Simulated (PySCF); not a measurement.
## Excitation energy of Ca by level of theory

Ca [Ar] 4s2 (1S) → Ca [Ar] 3d1 4s1 (3D), as a difference of total energies. Computed with PySCF 2.14 in aug-cc-pVQZ-X2C (8s7p5d3f2g, 93 functions), with the spin-free X2C one-electron Hamiltonian (Gaussian nucleus). Correlated levels: valence: [Ar] frozen. The calculations carry no spin-orbit coupling.

```csv
method,excitation energy (eV),error (eV)
UHF,2.268,-0.256
LDA,1.723,-0.801
PBE,1.617,-0.907
PBE0,1.810,-0.714
r2SCAN,1.439,-1.085
B2PLYP,2.293,-0.231
wB97X,2.408,-0.116
wB97X-V,2.125,-0.399
M06-2X,2.538,+0.014
MP2 (valence),2.714,+0.190
SCS-MP2 (valence),2.903,+0.379
```

Reference: 2.524 eV (measured; NIST levels, between the centres of gravity of the two terms).

Errors of the correlated levels include the incompleteness of this basis and the frozen core.
